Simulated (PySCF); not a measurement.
Gas-phase reaction: Ga2H6 + 4 Cl → 2 GaHCl2 + 2 H2

Energies from PySCF, thermal terms from the rigid-rotor harmonic-oscillator model, ideal gas at 1 bar. † marks an energy on the PBE0/def2-TZVP geometry and frequencies; other levels use their own. MP2 and CCSD(T) freeze the core. 6-31G* has spherical d functions here. Open shells (unrestricted): Cl (multiplicity 2, electronic degeneracy 6); the rest are closed-shell singlets. Spin-orbit splitting is ignored; it lowers the true energy and changes the entropy of Cl. Ga: all electrons, no relativistic terms. Ga2H6, GaHCl2: computed as isolated molecules; such fragments, hydroxides, amides, oligomers or adducts are transient or little studied in the gas. MP2 isn't extrapolated to the basis-set limit; its ΔH°(298 K) is -1155.5 kJ in def2-SVP and -1226.6 kJ in def2-TZVPP. CCSD(T) isn't extrapolated to the basis-set limit; its ΔH°(298 K) is -1095.5 kJ in def2-SVP and -1145.4 kJ in def2-TZVPP. The harmonic model lacks anharmonicity and excited electronic states, which grow with temperature; levels with a mode under 35 cm⁻¹ are left out.

| level | ΔE electronic, kJ | ΔH°(298 K), kJ | ΔS°(298 K), J/K | ΔG°(600 K), kJ |
|---|---|---|---|---|
| CCSD(T)/def2-TZVPP† | -1139 | -1145 | -109 | -1081 |
| HF/6-31G* | -878 | -882 | -111 | -817 |
| MP2/def2-TZVPP† | -1220 | -1227 | -109 | -1163 |
| PBE/def2-TZVP† | -1196 | -1202 | -109 | -1138 |
| LDA/def2-TZVP† | -1299 | -1306 | -109 | -1242 |
ΔH° is lowest at LDA/def2-TZVP† and highest at HF/6-31G*. No reference value is set beside these.
